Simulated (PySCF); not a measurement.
Structure problem from calculated spectra and properties.

Elements present: B, C, H and O. Monoisotopic mass: 60.0383 u.

| Item | Value |
| --- | --- |
| Couplings | largest of the computed one-bond spin–spin couplings (means over like bonds): 13C–1H +123.8 (×3), 17O–1H -83.4 (×2), 13C–11B +66.0, 17O–11B -14.8 (×2) Hz [B3LYP/pcJ-1] |
| 13C NMR | chemical shifts (computed TMS as zero) by class: 0.2 (1 C) ppm [GIAO PBE0/pcSseg-1] |
| UV, first state | lowest singlet excitation: 7.92 eV (157 nm, f = 0.049) [TDDFT CAM-B3LYP/def2-SVPD] |
| UV, strongest line | among the 10 lowest singlet transitions: S7 at 9.61 eV (129 nm, f = 0.142) [TDDFT CAM-B3LYP/def2-SVPD] |
| NMR, other nuclei | isotropic shieldings of nuclei other than C and H, by class: 69 (1 B), 196 (2 O) ppm [GIAO PBE0/pcSseg-1] |
| Triplet | lowest triplet excitation (Tamm–Dancoff): 7.70 eV [TDA CAM-B3LYP/def2-SVPD] |
| Dipole | 2.84 D [CAM-B3LYP/def2-SVPD] |
| XPS | B1s 197.4, C1s 290.6, O1s 539.0 (×2) eV [ΔSCF SCAN, pcX-2 on the ionised atom, pcseg-1 elsewhere, spin-free X2C] |
| Rotational structure | rotational constants A, B, C: 9.570, 8.277, 4.564 GHz [PBE0-D3(BJ)/def2-SVP] |

The electronic properties come from PySCF, for the isolated species, density fitting. Levels stand in brackets. The structure is a single PBE0-D3(BJ)/def2-SVP conformer in the gas phase; no vibrational or solvent corrections. NMR values are class means; diastereotopic atoms form classes of their own.

**Question.** Which formula fits the mass and the elements?

**Answer.** CH5BO2 (calculated 60.0383). No other formula that holds each of these elements comes within 0.0003 u with a fitting electron parity and a possible valence count.

**Question.** What is the compound? Reason from the data.

**Answer.** Numbering: `[CH3:1][B:2]([OH:3])[OH:4]`. The one carbon: sp3 carbon bound to boron [C1] (0.2 ppm). The other shieldings belong to: 69 ppm, three-coordinate boron [B2]; 196 ppm, boron-bound oxygen [O3/O4]. The couplings run between: +123.8 Hz, sp3 carbon bound to boron [C1] and its hydrogen (with 2 like pairs); -83.4 Hz, boron-bound oxygen [O3] and its hydrogen (with 1 like pair); +66.0 Hz, sp3 carbon bound to boron [C1] and three-coordinate boron [B2]; -14.8 Hz, boron-bound oxygen [O3] and three-coordinate boron [B2] (with 1 like pair). The core levels belong to: B1s 197.4 eV, three-coordinate boron [B2]; C1s 290.6 eV, sp3 carbon bound to boron [C1]; O1s 539.0 eV, boron-bound oxygen [O3/O4]. The optimised geometry has point group Cs and is an asymmetric top. Structure: methylboronic acid, `CB(O)O`. The assignments are read from this structure; whether some other isomer fits the data as well wasn't checked.

Shape of the structure used: `[CH3:1][B:2]([OH:3])[OH:4]`: H–O3–B2–C1 -2°, H–O4–B2–C1 2°.
